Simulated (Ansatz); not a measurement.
Reaction (formal exchange of groups at the Si–Si bond): `C[SiH2][SiH2]O` + `C1=NC1` → `O[SiH2]C1=NC1` + `C[SiH3]`

Gas-phase electronic energies from Ansatz, PBE0-D4/def2-TZVP geometries. CCSD(T)/CBS adds triple-zeta CCSD(T) − MP2 to the extrapolated MP2 energy (def2 sets, frozen cores). This one scheme is used for every species. DFT in def2-TZVPP. B3LYP here is the variant with VWN-RPA as its local correlation; programs differ in this. Each species was taken in one conformer, which may not be the lowest.

`C[SiH2][SiH2]O`:

Cartesian coordinates in Å:
```
C -0.777 -1.213 1.248
Si 0.211 0.350 0.923
Si 0.852 0.533 -1.327
O -0.457 0.605 -2.343
H -0.177 -2.100 1.033
H -1.665 -1.245 0.613
H -1.100 -1.263 2.290
H 1.434 0.381 1.777
H -0.606 1.549 1.281
H 1.732 1.727 -1.503
H 1.610 -0.669 -1.763
H -1.056 1.344 -2.229
```

`C1=NC1`:

Z-matrix (Å, degrees):
```
C
N 1 1.527
C 1 1.442 2 49.5
H 1 1.086 2 116.4 3 -108.9
H 1 1.086 2 116.4 3 108.8
H 3 1.082 1 152.1 2 -180.0
```

`O[SiH2]C1=NC1`:

Z-matrix (Å, degrees):
```
Si
C 1 1.860
O 1 1.637 2 110.9
H 1 1.486 2 105.7 3 -123.0
H 1 1.478 2 109.1 3 118.2
C 2 1.462 1 153.2 3 -177.9
N 2 1.258 1 140.3 3 7.3
H 3 0.959 1 118.4 2 -43.0
H 6 1.086 2 120.0 1 82.4
H 6 1.086 2 120.3 1 -75.3
```

`C[SiH3]`:

```xyz
8

C     0.036   -0.628   -0.761
Si   -0.032    0.562    0.681
H     0.489   -0.153   -1.634
H    -0.967   -0.959   -1.038
H     0.627   -1.510   -0.508
H     1.336    1.014    1.055
H    -0.648   -0.087    1.870
H    -0.841    1.762    0.335
```

Is it downhill or uphill in electronic energy at CCSD(T)/CBS, and by how much? (Best estimate.)

Ansatz gave: Downhill: ΔE = -34.6 kJ/mol.

What do these levels give: PBE-D4, B3LYP-D4, ωB97X-V, ωB97M-V, PBE, PBE0, HF/def2-TZVPP, SCS-MP2/def2-TZVPP, CCSD/def2-TZVPP, HF/def2-QZVPP, MP2/CBS(def2), CCSD/CBS(def2)? (Best estimate.)

The calculation gave: PBE-D4 -21.9, B3LYP-D4 -33.8, ωB97X-V -32.3, ωB97M-V -37.4, PBE -22.7, PBE0 -25.7, HF/def2-TZVPP -44.8, SCS-MP2/def2-TZVPP -43.5, CCSD/def2-TZVPP -36.3, HF/def2-QZVPP -45.4, MP2/CBS(def2) -41.7, CCSD/CBS(def2) -35.2 kJ/mol.

Largest T1 diagnostic among the species: 0.012.

From PBE to PBE0 (25 % exact exchange), in def2-TZVPP and without D4, ΔE moves by −3.0 kJ/mol.
